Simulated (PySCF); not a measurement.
PySCF 2.14 output of an unrestricted TPSS calculation on a single atom or ion in cc-pVTZ-PP with ECP10MDF (5s4p3d1f, 39 functions), with scalar relativity through the core potential:

```
SCF conv_tol = 1e-09
number electrons alpha = 13  beta = 12
    J. Tao, J. P. Perdew, V. N. Staroverov, and G. E. Scuseria.,  Phys. Rev. Lett. 91, 146401 (2003)
    J. P. Perdew, J. Tao, V. N. Staroverov, and G. E. Scuseria.,  J. Chem. Phys. 120, 6898 (2004)
    J. Tao, J. P. Perdew, V. N. Staroverov, and G. E. Scuseria.,  Phys. Rev. Lett. 91, 146401 (2003)
    J. P. Perdew, J. Tao, V. N. Staroverov, and G. E. Scuseria.,  J. Chem. Phys. 120, 6898 (2004)
cycle= 1 E= -416.726293846135  delta_E= -0.00959  |g|= 0.0798  |ddm|= 0.251
cycle= 2 E= -416.726826164476  delta_E= -0.000532  |g|= 0.0491  |ddm|= 0.0862
cycle= 3 E= -416.727182463268  delta_E= -0.000356  |g|= 0.00482  |ddm|= 0.0379
cycle= 4 E= -416.727192267579  delta_E= -9.8e-06  |g|= 0.000414  |ddm|= 0.0111
cycle= 5 E= -416.727192364325  delta_E= -9.67e-08  |g|= 3.27e-05  |ddm|= 0.00103
cycle= 6 E= -416.727192364957  delta_E= -6.32e-10  |g|= 8.69e-07  |ddm|= 7e-05
converged SCF energy = -416.727192364957  <S^2> = 0.75256633  2S+1 = 2.0025647
```

The run itself started from symmetry-adapted Hartree-Fock orbitals and held the occupation by maximum overlap, on a logarithmic radial grid, so the iterations belong to that start.

**Question.** Which element, charge and spin multiplicity is this?

**Answer.** Br (bromine, neutral), multiplicity 2; the state was [Ar] 3d10 4s2 4p5, 2P determinant.

Energies and moments cover only the electrons outside the core potential.
